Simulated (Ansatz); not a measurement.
Relaxation of CH4ClMgN (8 atoms, charge 0, multiplicity 1), to a largest force component of 0.015 eV/Å in at most 40 steps.

These are results of Ansatz 0.2.0, RKS PBE-D4/def2-SVPD, not measurements.

```xyz
8
Properties=species:S:1:pos:R:3
N 0.056 1.041 0.265
C 0.531 -0.241 0.644
Mg -0.266 -1.773 -0.687
Cl -1.558 -0.767 -2.149
H 0.802 1.672 -0.013
H -0.510 1.481 0.985
H 1.622 -0.246 0.594
H 0.213 -0.450 1.667
```

Q: Where does it end, and by what steps?

A: The forces met the threshold. After 11 steps the energy has fallen by 0.917 eV; Mg3 moved furthest, 1.00 Å. Joined: N1–Mg3.

```
step  energy less start (eV)  largest force component (eV/Å)  accepted
   0                  0.0000                           0.899       yes
   1                 -0.3323                           0.619       yes
   2                 -0.5125                           0.622       yes
   3                 -0.6482                           0.697       yes
   4                 -0.7826                           0.526       yes
   5                 -0.8947                           0.296       yes
   6                 -0.8904                           0.564        no
   7                 -0.9129                           0.165       yes
   8                 -0.9098                           0.213        no
   9                 -0.9158                           0.065       yes
  10                 -0.9165                           0.043       yes
  11                 -0.9166                           0.006       yes
```

```xyz
8
Properties=species:S:1:pos:R:3
N 0.077 0.965 0.281
C 0.674 -0.357 0.812
Mg -0.515 -0.811 -0.820
Cl -1.801 -1.336 -2.581
H 0.796 1.636 -0.013
H -0.496 1.451 0.980
H 1.779 -0.315 0.784
H 0.376 -0.515 1.864
```

Time of the run: 31 s on 2 threads of Arm Neoverse V1 (shared host), peak memory 0.15 GiB.
